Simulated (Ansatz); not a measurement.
Reaction (substitution at a C–C bond): `O=CCCO` + `N[SiH3]` → `OCCN[SiH3]` + `C=O`

Program: Ansatz. Geometries: PBE0-D4/def2-TZVP. ΔE: electronic, gas phase. CBS: MP2 limit from def2 TZ/QZ plus the TZ coupled-cluster correction, frozen cores. This one scheme is used for every species. Functionals use def2-TZVPP. Each species was taken in one conformer, which may not be the lowest.

`O=CCCO`:

```xyz
11

O     1.839   -0.709    1.693
C     1.341   -0.163    0.750
C    -0.064    0.371    0.714
C    -0.694    0.217   -0.650
O    -0.786   -1.166   -0.917
H     1.927    0.007   -0.182
H    -0.655   -0.122    1.488
H    -0.007    1.438    0.963
H    -0.071    0.724   -1.402
H    -1.682    0.695   -0.661
H    -1.147   -1.292   -1.797
```

`N[SiH3]`:

Z-matrix (Å, degrees):
```
Si
N 1 1.720
H 1 1.486 2 107.9
H 1 1.494 2 116.0 3 -120.3
H 1 1.486 2 107.9 3 119.4
H 2 1.007 1 119.6 3 -168.6
H 2 1.007 1 119.6 3 49.2
```

`OCCN[SiH3]`:

Z-matrix (Å, degrees):
```
C
C 1 1.514
O 1 1.415 2 111.7
H 1 1.092 2 109.6 3 116.9
H 1 1.098 2 110.0 3 -124.1
N 2 1.443 1 110.7 3 -58.3
H 2 1.104 1 108.7 3 65.8
H 2 1.096 1 108.8 3 -178.7
H 3 0.961 1 108.3 2 -69.1
Si 6 1.713 2 124.2 1 -161.4
H 6 1.010 2 111.9 1 43.2
H 10 1.489 6 108.8 2 54.2
H 10 1.496 6 115.1 2 -65.2
H 10 1.485 6 107.6 2 174.2
```

`C=O`:

Cartesian coordinates in Å:
```
C 0.001 0.004 -0.003
O -0.128 -0.946 0.711
H -0.654 0.895 0.081
H 0.781 0.047 -0.789
```

```
             level  ΔE (kJ/mol)  difference from CCSD(T)/CBS
         r2SCAN-D4         64.6                          4.4
           PBE0-D4         60.9                          0.7
            B2PLYP         61.0                          0.8
               PBE         62.5                          2.3
              PBE0         63.5                          3.3
SCS-MP2/def2-TZVPP         57.7                         -2.5
CCSD(T)/def2-TZVPP         57.7                         -2.5
    MP2/def2-QZVPP         61.7                          1.5
SCS-MP2/def2-QZVPP         59.2                         -1.0
      HF/CBS(def2)         62.3                          2.1
       CCSD(T)/CBS         60.2                            0
```

Largest T1 diagnostic among the species: 0.015.

The D4 term adds −4.5 kJ/mol with B3LYP and −2.6 kJ/mol with PBE0; it sums over pairs of atoms, weighted by their polarisabilities, and B3LYP, whose exchange is more repulsive, gets the larger term.

CCSD(T)/CBS has its own doubt, a few kJ/mol and more with outer-core shells, so smaller differences from it don't rank the levels.

B3LYP here is the variant with VWN-RPA as its local correlation; programs differ in this.
